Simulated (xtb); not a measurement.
ReO2Br3, SMILES [O]=[Re](=[O])([Br])([Br])[Br], multiplicity 1. All values are semi-empirical tight-binding results from xtb (GFN2-xTB unless named), good for trends rather than for accurate numbers. Geometry optimised at GFN2-xTB. The multiplicity is an assumed one; other spin states were not compared.

For metal compounds this method's bond lengths and energies can be far off.

Computed properties:
```json
{
 "point_group_as_xtb_finds_it": "C2v",
 "orbital_gap": "0.42 eV",
 "zero_point_energy": "4.5 kcal/mol",
 "G − E(el) at 298.15 K (modified RRHO)": "-19.7 kcal/mol"
}
```
